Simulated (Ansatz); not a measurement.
C2H6Si2, SMILES `C=[SiH]C=[SiH2]` (C–Si–C–Si torsion 180°) (charge 0, multiplicity 1).

Cartesian coordinates (Å):
```xyz
10

C      2.3495     0.1236     0.5076
Si     0.7688     0.5044    -0.0074
C     -0.6599    -0.6037     0.0703
Si    -2.2432    -0.2132    -0.4489
H      3.1586     0.8383     0.4309
H      2.6135    -0.8376     0.9294
H      0.4574     1.8306    -0.5770
H     -0.4939    -1.5958     0.4802
H     -3.3774    -1.1501    -0.3658
H     -2.5733     1.1034    -1.0192
```
Charge 0, multiplicity 1.

Frozen-core energies in 6-31g from Ansatz (a quantum-chemistry and plane-wave program) at a geometry from B3LYP-D3(BJ)/def2-TZVP; the HF reference has <S^2> = 0.00 (restricted, and unstable towards unrestricted orbitals) and the T1 diagnostic is 0.017.

| level | energy (Ha) |
|---|---|
| HF | -656.83721 |
| MP2 | -657.13643 |
| CCSD | -657.18196 |

Task: Estimate the energies of CCSD(T), CCSDT and CCSDT(Q), and give each level's difference from CCSDT(Q).

Result: 
```csv
level,energy (Ha),difference from CCSDT(Q) (mHa)
MP2,-657.13643,59.25
CCSD,-657.18196,13.72
CCSD(T),-657.19378,1.90
CCSDT,-657.19465,1.03
CCSDT(Q),-657.19568,0.00
```
